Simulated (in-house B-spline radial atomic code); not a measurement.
Ionising Al6+ with different functionals

Computed with a radial B-spline atomic code at the basis-set limit: four-component Dirac-Coulomb Hamiltonian, Fermi nucleus of rms radius 3.061 fm, spin-restricted, spherical fractional occupations for the functionals, and exact exchange of hybrids averaged over the configuration. The ionisation energy is the difference of two self-consistent energies, [He] 2s2 2p3 → [He] 2s2 2p2, without Breit or QED terms; ε is the level of the shell that loses the electron (mean over j). The electron is taken from both j subshells in proportion to 2j + 1, so the result is a j average, not the step between ground levels.

| method | rung | ΔSCF (eV) | -ε(2p) (eV) |
| --- | --- | --- | --- |
| CAM-B3LYP | range-separated hybrid | 238.13 | 223.43 |
| HSE06 | range-separated hybrid | 237.92 | 221.90 |
| LC-wPBE | range-separated hybrid | 238.04 | 222.65 |
| wB97X | range-separated hybrid | 237.79 | 223.90 |

(1) Among the functionals, which spreads more, the ΔSCF values or the orbital energies?

(2) How do they compare with the NIST value?

## Answers

(1) The orbital energies: ΔSCF values span about 0.34 eV and the orbital energies 1.99 eV; here energy differences depend much less on the functional than eigenvalues do.

(2) NIST lists 241.76 eV ± 0.09 (semi-empirical, ground level to ground level). Errors run from -3.97 to -3.63 eV. The correlated functionals all miss on the same side by more than they spread, so the cause is common to them (Breit-QED terms, spin polarisation, the choice among j levels, multiplet and fine-structure energies, or a listed next ion that isn't the cheapest removal here) and closeness doesn't rank the functionals.
